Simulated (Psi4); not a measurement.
Psi4 input (wB97X-D/6-311+G**):

```
memory 1500 MB

molecule {
0 2
C    -1.95646900    0.47764100    0.16573800
Si   -0.36142300   -0.40935100   -0.30415900
C    -0.01793100   -1.82217600    0.89697600
P     1.31299500    1.12239300   -0.44117000
H    -2.17424600    1.29298200   -0.52503000
H    -2.80247900   -0.21243500    0.15994900
H    -1.87576500    0.89957700    1.17292000
H    -0.84000700   -2.54127800    0.90055700
H     0.89958800   -2.35007800    0.63558200
H     0.09443300   -1.42885400    1.91246700
H     1.59076000    1.14258100    0.95606500
H     2.31910200    0.15973300   -0.71301300
symmetry c1
no_reorient
no_com
}

set {
  basis 6-311+G**
  reference uks
  scf_type df
  df_basis_scf def2-universal-jkfit
  dft_radial_points 99
  dft_spherical_points 590
  e_convergence 1e-8
  d_convergence 1e-7
  maxiter 150
}

e = energy('wb97x-d')
print_out(f'\nFINAL {e:.10f} DIPOLE {variable("CURRENT DIPOLE")[0]:.6f} {variable("CURRENT DIPOLE")[1]:.6f} {variable("CURRENT DIPOLE")[2]:.6f}\n')
```

Output:

```
   => Loading Basis Set <=

    Name: 6-311+G**
    Role: ORBITAL
    Keyword: BASIS
    atoms 1, 3 entry C          line   129 file 6-311pgss.gbs
    atoms 2    entry SI         line   351 file 6-311pgss.gbs
    atoms 4    entry P          line   390 file 6-311pgss.gbs
    atoms 5-12 entry H          line    42 file 6-311pgss.gbs

   => WB97X-D: Empirical Dispersion <=

    Chai and Head-Gordon Dispersion Correction
    Chai, J.-D.; Head-Gordon, M. (2010), J. Chem. Phys., 132: 6615-6620

        s6 =       1.000000

         ---------------------------------------------------------
                                   SCF
               by Justin Turney, Rob Parrish, Andy Simmonett
                          and Daniel G. A. Smith
                              UKS Reference
         ---------------------------------------------------------

  ==> Geometry <==

    Molecular point group: c1
    Full point group: C1

    Geometry (in Angstrom), charge = 0, multiplicity = 2:

       Center              X                  Y                   Z               Mass
    ------------   -----------------  -----------------  -----------------  -----------------
         C           -1.956469000000     0.477641000000     0.165738000000    12.000000000000
         SI          -0.361423000000    -0.409351000000    -0.304159000000    27.976926534650
         C           -0.017931000000    -1.822176000000     0.896976000000    12.000000000000
         P            1.312995000000     1.122393000000    -0.441170000000    30.973761998420
         H           -2.174246000000     1.292982000000    -0.525030000000     1.007825032230
         H           -2.802479000000    -0.212435000000     0.159949000000     1.007825032230
         H           -1.875765000000     0.899577000000     1.172920000000     1.007825032230
         H           -0.840007000000    -2.541278000000     0.900557000000     1.007825032230
         H            0.899588000000    -2.350078000000     0.635582000000     1.007825032230
         H            0.094433000000    -1.428854000000     1.912467000000     1.007825032230
         H            1.590760000000     1.142581000000     0.956065000000     1.007825032230
         H            2.319102000000     0.159733000000    -0.713013000000     1.007825032230

  Running in c1 symmetry.

  Rotational constants: A =      0.17999  B =      0.09451  C =      0.06816 [cm^-1]
  Rotational constants: A =   5395.82159  B =   2833.43383  C =   2043.52817 [MHz]
  Nuclear repulsion =  207.777751642809733

  Charge       = 0
  Multiplicity = 2
  Electrons    = 49
  Nalpha       = 25
  Nbeta        = 24

  ==> Algorithm <==

[...]
      19A     -0.489311    20A     -0.484149    21A     -0.463437
      22A     -0.410110    23A     -0.386507    24A     -0.331599

    Beta Virtual:

      25A     -0.030001    26A      0.051709    27A      0.069481
      28A      0.075295    29A      0.086763    30A      0.088503
      31A      0.096206    32A      0.102517    33A      0.113739
      34A      0.117856    35A      0.127460    36A      0.135462
      37A      0.142116    38A      0.148407    39A      0.151779
      40A      0.155962    41A      0.171040    42A      0.172832
      43A      0.191650    44A      0.192144    45A      0.209331
      46A      0.223344    47A      0.230929    48A      0.238741
      49A      0.257678    50A      0.271503    51A      0.327360
      52A      0.332724    53A      0.353161    54A      0.360728
      55A      0.368640    56A      0.375883    57A      0.396510
      58A      0.399764    59A      0.431547    60A      0.456446
      61A      0.476625    62A      0.502511    63A      0.562416
      64A      0.574867    65A      0.579484    66A      0.589142
      67A      0.609277    68A      0.678963    69A      0.686593
      70A      0.699423    71A      0.703666    72A      0.717452
      73A      0.738014    74A      0.748729    75A      0.771831
      76A      0.784359    77A      0.817333    78A      0.831445
      79A      0.852068    80A      0.855903    81A      0.892042
      82A      0.945888    83A      0.986206    84A      0.997674
      85A      1.015572    86A      1.089246    87A      1.165256
      88A      1.177215    89A      1.204268    90A      1.242803
      91A      1.391315    92A      1.435415    93A      1.469850
      94A      1.487664    95A      1.524033    96A      1.537896
      97A      1.539349    98A      1.588732    99A      1.614098
     100A      1.634251   101A      1.653972   102A      1.661627
     103A      1.688096   104A      1.724075   105A      1.742294
     106A      1.783059   107A      1.795478   108A      1.813961
     109A      1.842922   110A      1.849785   111A      1.866089
     112A      1.929159   113A      2.099102   114A      2.131572
     115A      2.138049   116A      2.223109   117A      2.253167
     118A      2.275706   119A      2.297968   120A      2.305315
     121A      2.526058   122A      2.532429   123A      2.573107
     124A      2.579085   125A      2.607224   126A      2.607719
     127A      2.620132   128A      2.645116   129A      2.666616
     130A      2.682172   131A      2.732889   132A      2.820515
     133A      2.906487   134A      2.984732   135A      3.203709
     136A      3.341124   137A      3.826876   138A      3.839309
     139A      3.851540   140A      3.863227   141A      5.692262
     142A      7.101334   143A     11.473329   144A     11.554185
     145A     11.614234   146A     14.040733   147A     14.048670
     148A     14.097150   149A     24.061164   150A     24.068611
     151A    141.166835   152A    163.332719

    Final Occupation by Irrep:
              A
    DOCC [    24 ]
    SOCC [     1 ]
    NA   [    25 ]
    NB   [    24 ]

  @DF-UKS Final Energy:  -711.85302425404313

   => Energetics <=

    Nuclear Repulsion Energy =            207.7777516428097329
    One-Electron Energy =               -1394.4753286672787453
    Two-Electron Energy =                 516.2294661448046327
    DFT Exchange-Correlation Energy =     -41.3806198118186970
    Empirical Dispersion Energy =          -0.0042935625600914
    VV10 Nonlocal Energy =                  0.0000000000000000
    Total Energy =                       -711.8530242540431345

  UHF NO Occupations:
  HONO-2 :   23  A 1.9998956
  HONO-1 :   24  A 1.9993990
  HONO-0 :   25  A 1.0000000
  LUNO+0 :   26  A 0.0006010
  LUNO+1 :   27  A 0.0001044
  LUNO+2 :   28  A 0.0000728
  LUNO+3 :   29  A 0.0000645

Computation Completed

Properties will be evaluated at   0.000000,   0.000000,   0.000000 [a0]

Properties computed using the SCF density matrix

 Multipole Moments:

 ------------------------------------------------------------------------------------
     Multipole            Electronic (a.u.)      Nuclear  (a.u.)        Total (a.u.)
 ------------------------------------------------------------------------------------

 L = 1.  Multiply by 2.5417464519 to convert [e a0] to [Debye]
 Dipole X            :         -0.2432169           -0.0000208           -0.2432377
 Dipole Y            :         -0.4389497           -0.0000019           -0.4389516
 Dipole Z            :          0.4361158            0.0000094            0.4361253
 Magnitude           :                                                    0.6648671

 ------------------------------------------------------------------------------------

FINAL -711.8530242540 DIPOLE -0.243238 -0.438952 0.436125

*** Psi4 exiting successfully. Buy a developer a beer!
```

The geometry given is a B3LYP-D3(BJ)/def2-TZVP minimum.
